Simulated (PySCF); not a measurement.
H9BGeSi2, SMILES [GeH3][SiH2][SiH2]B, GFN2-xTB optimised geometry.

```
13

B      1.60    -2.24     0.00
Si    -0.33    -2.24     0.00
Si    -1.08    -0.01     0.00
Ge     0.63     1.46    -0.64
H      2.21    -2.20    -1.00
H      2.22    -2.21     1.00
H     -0.99    -2.89    -1.15
H     -1.00    -2.89     1.15
H     -1.54     0.43     1.32
H     -2.22     0.23    -0.89
H      0.57     2.89    -0.16
H      1.99     1.02    -0.18
H      0.84     1.63    -2.12
```

Density from PBE0/def2-TZVP run with PySCF at that geometry.

Minimum of the electron density along straight lines between bonded atoms, close to the bond critical point (lines longer than 1.1 times the sum of covalent radii, or with two minima, are not listed):

```json
[
 {"bond": "B1–Si2", "length / Å": "1.939", "ρ at the minimum / e bohr⁻³": "0.120", "∇²ρ there / e bohr⁻⁵": "(withheld)", "position (fraction from the first atom)": "0.61"},
 {"bond": "Si2–Si3", "length / Å": "2.351", "ρ at the minimum / e bohr⁻³": "0.088", "∇²ρ there / e bohr⁻⁵": "-0.15", "position (fraction from the first atom)": "0.45"},
 {"bond": "Si3–Ge4", "length / Å": "2.342", "ρ at the minimum / e bohr⁻³": "0.092", "∇²ρ there / e bohr⁻⁵": "(withheld)", "position (fraction from the first atom)": "0.38"},
 {"bond": "B1–H5", "length / Å": "1.171", "ρ at the minimum / e bohr⁻³": "0.192", "∇²ρ there / e bohr⁻⁵": "-0.37", "position (fraction from the first atom)": "0.44"},
 {"bond": "B1–H6", "length / Å": "1.171", "ρ at the minimum / e bohr⁻³": "0.192", "∇²ρ there / e bohr⁻⁵": "-0.37", "position (fraction from the first atom)": "0.44"},
 {"bond": "Si2–H7", "length / Å": "1.476", "ρ at the minimum / e bohr⁻³": "0.119", "∇²ρ there / e bohr⁻⁵": "0.19", "position (fraction from the first atom)": "0.49"},
 {"bond": "Si2–H8", "length / Å": "1.475", "ρ at the minimum / e bohr⁻³": "0.120", "∇²ρ there / e bohr⁻⁵": "0.19", "position (fraction from the first atom)": "0.49"},
 {"bond": "Si3–H9", "length / Å": "1.469", "ρ at the minimum / e bohr⁻³": "0.121", "∇²ρ there / e bohr⁻⁵": "0.19", "position (fraction from the first atom)": "0.49"},
 {"bond": "Si3–H10", "length / Å": "1.469", "ρ at the minimum / e bohr⁻³": "0.122", "∇²ρ there / e bohr⁻⁵": "0.19", "position (fraction from the first atom)": "0.49"},
 {"bond": "Ge4–H11", "length / Å": "1.504", "ρ at the minimum / e bohr⁻³": "0.139", "∇²ρ there / e bohr⁻⁵": "0.09", "position (fraction from the first atom)": "0.60"},
 {"bond": "Ge4–H12", "length / Å": "1.508", "ρ at the minimum / e bohr⁻³": "0.137", "∇²ρ there / e bohr⁻⁵": "(withheld)", "position (fraction from the first atom)": "0.59"},
 {"bond": "Ge4–H13", "length / Å": "1.503", "ρ at the minimum / e bohr⁻³": "0.139", "∇²ρ there / e bohr⁻⁵": "0.09", "position (fraction from the first atom)": "0.60"}
]
```

Question: Fill in the missing entries.

Answer: 
- B1–Si2, ∇²ρ there / e bohr⁻⁵: 0.01
- Si3–Ge4, ∇²ρ there / e bohr⁻⁵: -0.14
- Ge4–H12, ∇²ρ there / e bohr⁻⁵: 0.10
